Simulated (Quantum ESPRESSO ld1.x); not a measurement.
Q: The mean radii <r> (bohr) of the occupied orbitals of an atom or ion are listed with their occupations. All-electron calculation, scalar-relativistic Kohn-Sham, LDA (Slater exchange, Perdew-Zunger correlation), spin-unpolarised, spherical densities, point nucleus. Program: ld1.x of Quantum ESPRESSO 7.5.

| orbital | occ. | <r> |
|---|---|---|
| 1s | 2 | 0.01744 |
| 2s | 2 | 0.07364 |
| 2p | 6 | 0.06626 |
| 3s | 2 | 0.1906 |
| 3p | 6 | 0.1914 |
| 3d | 10 | 0.1733 |
| 4s | 2 | 0.4236 |
| 4p | 6 | 0.4508 |
| 4d | 10 | 0.4787 |
| 5s | 2 | 0.9769 |
| 4f | 14 | 0.5352 |
| 5p | 6 | 1.132 |
| 5d | 7 | 1.625 |

Name the element and its charge.

A: Z = 77, iridium, charge +2: Ir2+ in [Xe] 4f14 5d7. The 1s radius gives Z: for a bare nucleus <r> = (2 gamma + 1)/(2Z) with gamma = sqrt(1 - (Z/c)^2), 0.01724 bohr for Z = 77, and screening makes it slightly larger (0.01744 here). The occupations add up to 75, and the charge is Z minus that.
